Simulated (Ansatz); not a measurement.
The same path of C₂H₅InOSi (10 atoms, charge 0, multiplicity 1) was run twice with different band settings. The coordinate that changes most is the dihedral C2–In3–O4–Si5.

Theory: Ansatz, RKS PBE0/def2-SVP.

Relaxed end points:

```xyz
10
Properties=species:S:1:pos:R:3
C -1.191 0.848 2.695
C -0.373 0.198 2.066
In 1.043 -0.920 1.012
O 0.909 -0.712 -0.970
Si 0.026 0.088 -2.109
H -1.918 1.425 3.240
H 2.279 -1.965 1.533
H -0.022 -0.715 -3.370
H -1.386 0.334 -1.664
H 0.635 1.420 -2.433
```

```xyz
10
Properties=species:S:1:pos:R:3
C -1.048 1.005 3.428
C -0.515 0.412 2.506
In 0.413 -0.632 0.959
O -0.039 0.155 -0.821
Si 0.246 -0.067 -2.426
H -1.521 1.530 4.240
H 1.448 -1.988 0.977
H 0.821 1.173 -3.037
H 1.216 -1.190 -2.674
H -1.022 -0.399 -3.151
```

Common settings: movable images 7; climbing image yes; optimiser quadratic models (default); start path through a guess of the saddle point; force threshold 0.03 eV/Å; iteration limit 60; end points relaxed.

| run | spring |
| --- | --- |
| 1 | 5.0 eV/Å² |
| 2 | 0.5 eV/Å² |

Problem. What does each run give, and how far can it be trusted?

Solution. Run 1: converged after 19 iterations, highest image 0.037 eV above the first end. Beside the main top the profile has a ripple of under 15 meV (maxima at images 3, 6), which may be a very shallow well or noise. A vibrational analysis at the climbing image gives one clearly imaginary mode, 51i cm⁻¹: a first-order saddle point.
Run 2: converged after 18 iterations, highest image 0.037 eV above the first end. Beside the main top the profile has a ripple of under 15 meV (maxima at images 3, 6), which may be a very shallow well or noise. Another band between the same ends (7 images) ends at a top of the same energy, where a vibrational analysis finds 1 clearly imaginary mode.
